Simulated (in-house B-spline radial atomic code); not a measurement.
## I²⁺: [Kr] (4d3/2)4 (4d5/2)5 5s2 5p4 (with a hole in an inner shell)

Computed with a radial B-spline atomic code at the basis-set limit: Dirac-Hartree-Fock, average of the jj configuration, Fermi nucleus of rms radius 4.75 fm.

Effective charges: Z_r = [3n² - l(l+1)]/(2<r>) from the radius, Z_e = n√(-2ε) from the energy, and Slater's rules. Values are occupation-weighted means over j. An effective charge above Z reflects the relativistic contraction of the inner shells.

| shell | electrons | ε (eV) | <r> (bohr) | Z_r | Z_e | Slater |
| --- | --- | --- | --- | --- | --- | --- |
| 1s | 2 | -33392 | 0.02722 | 55.11 | 49.54 | 52.70 |
| 2s | 2 | -5283.7 | 0.1166 | 51.46 | 39.41 | 48.85 |
| 2p | 6 | -4745.2 | 0.1023 | 48.86 | 37.35 | 48.85 |
| 3s | 2 | -1133.4 | 0.3121 | 43.25 | 27.38 | 41.75 |
| 3p | 6 | -953.69 | 0.3104 | 40.27 | 25.12 | 41.75 |
| 3d | 10 | -681.64 | 0.2878 | 36.48 | 21.23 | 31.85 |
| 4s | 2 | -239.48 | 0.7364 | 32.59 | 16.78 | 25.25 |
| 4p | 6 | -179.68 | 0.7862 | 29.25 | 14.54 | 25.25 |
| 4d | 9 | -90.313 | 0.8994 | 23.35 | 10.31 | 14.20 |
| 5s | 2 | -44.884 | 1.853 | 20.24 | 9.08 | 8.80 |
| 5p | 4 | -30.818 | 2.142 | 17.04 | 7.53 | 8.80 |

The least bound orbital is 5p3/2 at -30.29 eV, and it is also the most diffuse (<r> = 2.167 bohr). The part-filled 4d shell lies below the filled 5s shell in orbital energy.

For the 1s electron the small component carries 3.81 % of the norm, the zero-frequency Breit interaction raises the level by 81.8 eV, self-energy by 46.84 eV, and vacuum polarisation lowers it by 6.463 eV.

The density falls to 0.001 bohr⁻³ at 3.93 bohr; Σ<r²> = 44.277 bohr² gives, by the non-relativistic formula and without the paramagnetism of open shells, a Langevin diamagnetic susceptibility of -35.07×10⁻⁶ cm³/mol.
